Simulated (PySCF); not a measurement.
Si(Cl)2(GeH3)(OH) (Cl2GeH4OSi), SMILES O[Si](Cl)(Cl)[GeH3]. Coordinates come from a ωB97X-D3(BJ)/def2-SVP optimisation. The structure was generated by enumeration, and PubChem lists no compound with its InChIKey, so it may never have been made. The values are those of a single conformer.

Problem. Give the equilibrium geometry at ωB97X-D3(BJ)/def2-SVP (PySCF confirms it by a frequency run) as bond lengths and angles, and its point group. (An estimate is asked for; the answer gives what the named calculation found.)

Solution. Several could match; the one computed here: point group Cs.
Atoms: O1 Si2 Cl3 Cl4 Ge5 H6 H7 H8 H9. Bonds (Å): O1–Si2 1.648, O1–H6 0.965, Si2–Cl3 2.064, Si2–Cl4 2.064, Si2–Ge5 2.343, Ge5–H7 1.534, Ge5–H8 1.534, Ge5–H9 1.534. Angles (°): Si2–O1–H6 118.5, O1–Si2–Cl3 110.1, O1–Si2–Cl4 110.1, O1–Si2–Ge5 109.8, Cl3–Si2–Cl4 106.3, Cl3–Si2–Ge5 110.3, Cl4–Si2–Ge5 110.3, Si2–Ge5–H7 109.8, Si2–Ge5–H8 108.2, Si2–Ge5–H9 109.8, H7–Ge5–H8 109.6, H7–Ge5–H9 109.9, H8–Ge5–H9 109.6.
Charge 0, spin multiplicity 1.
